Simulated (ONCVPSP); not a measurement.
Which change was made? (Mo, ONCV)

Mo (Z = 42), optimised norm-conserving Vanderbilt (ONCV), made with ONCVPSP 4.0.1 (PBEsol, fully relativistic). Core [Ar] 3d10, reference 4s2 4p6 4d5 5s1. Waves: 4s+5s: rc 1.80 bohr, ncon 5, nbas 9, qcut 6 1/bohr, 2 projectors; 4p: rc 1.30 bohr, ncon 3, nbas 6, qcut 6.4 1/bohr, 2 projectors, debl 2.1 Ha; 4d: rc 1.80 bohr, ncon 4, nbas 8, qcut 5.6 1/bohr, 2 projectors, debl 0.4 Ha. Local part: polynomial inside 0.90 bohr (lpopt 5, dvloc0 3 Ha). Core correction: Teter function, fcfact 3.75, rcfact 1.7.

Open shells are filled in proportion to 2j + 1.

Cutoffs, loose and tight: the cutoffs (Ha) at which the residual kinetic energy of the hardest occupied pseudo-wave falls to 1 and 0.1 mHa per electron. They do not see the model core or the augmentation charge, which bear on the density cutoff. Test errors are all-electron minus pseudo excitation energies from the reference, over the configurations 4s2 4p6 4d5 5s0; 4s2 4p6 4d4 5s0; 4s2 4p6 4d3 5s0; 4s2 4p6 4d4 5s1; variants that change the core or the reference have their own tests.

The base gives: outcome: generated; cutoff, loose: 24 Ha; cutoff, tight: 70 Ha; bound ghosts: none; GHOST(+) flags above zero: s, d5/2, d3/2; largest test error (meV): +7.7.

Q: After one change the result is: outcome: generated; cutoff, loose: 67 Ha; cutoff, tight: 90 Ha; bound ghosts: none; GHOST(+) flags above zero: s, d5/2, d3/2; largest test error (meV): +18. Which change was it?
A. s: qcut 4.3; p: qcut 4.6; d: qcut 4
B. s: qcut 5.4; p: qcut 5.7; d: qcut 5
C. s: qcut 5.9; p: qcut 6.3

A: A. The others give: s: qcut 5.4; p: qcut 5.7; d: qcut 5 → outcome: generated; cutoff, loose: 46 Ha; cutoff, tight: 87 Ha; bound ghosts: none; GHOST(+) flags above zero: s, d5/2, d3/2; largest test error (meV): +11 | s: qcut 5.9; p: qcut 6.3 → outcome: generated; cutoff, loose: 29 Ha; cutoff, tight: 71 Ha; bound ghosts: none; GHOST(+) flags above zero: s, d5/2, d3/2; largest test error (meV): +7.5.
